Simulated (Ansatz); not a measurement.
Which isomer of CH4GaN gives these data?

These gas-phase data were calculated for one isomer of CH4GaN at B3LYP/6-31G* (harmonic, unscaled wavenumbers; equilibrium rotational constants with average atomic masses):

- rotational constants: 47.23, 3.579, 3.398 GHz
- all wavenumbers above 1500 cm⁻¹: 3497, 3079, 3033, 2995, 1546, 1514

Candidates:

(1) `C[NH][Ga]`, a singlet
(2) `N[CH2][Ga]`, a singlet

Problem. Assign the data to one candidate and say why.

Solution. Candidate (1). 1 mode lies between 3250 and 3800 cm⁻¹, one for each N–H bond, while (2) has 2.

The same quantities for all candidates:

```tsv
	rotational constants (GHz)	wavenumbers above 1500 cm⁻¹	E above the lowest, B3LYP/6-31G* (kcal/mol)
(1)	47.23, 3.579, 3.398	3497, 3079, 3033, 2995, 1546, 1514	0.0
(2)	25.3, 4.251, 3.801	3556, 3454, 3108, 3050, 1678	26.9
```

Each candidate is one conformer. Programs: Ansatz 0.2.0.
